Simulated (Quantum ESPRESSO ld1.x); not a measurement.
Values are calculated unless marked as measured or tabulated.
Problem. The mean radii <r> (bohr) of the occupied orbitals of an atom or ion are listed with their occupations. Level of theory: scalar-relativistic Kohn-Sham, BLYP, spin-unpolarised, spherical densities, point nucleus (ld1.x of Quantum ESPRESSO 7.5).

orbital  occ.      <r>
1s          2  0.03916
2s          2   0.1725
2p          6   0.1504
3s          2   0.4923
3p          6   0.4987
3d         10   0.4985
4s          2    1.356
4p          6    1.570
5s          2    4.309

Name the element and its charge.

Solution. Z = 38, strontium, charge 0: Sr in [Kr] 5s2. The 1s radius gives Z: for a bare nucleus <r> = (2 gamma + 1)/(2Z) with gamma = sqrt(1 - (Z/c)^2), 0.03844 bohr for Z = 38, and screening makes it slightly larger (0.03916 here). The occupations add up to 38, and the charge is Z minus that.
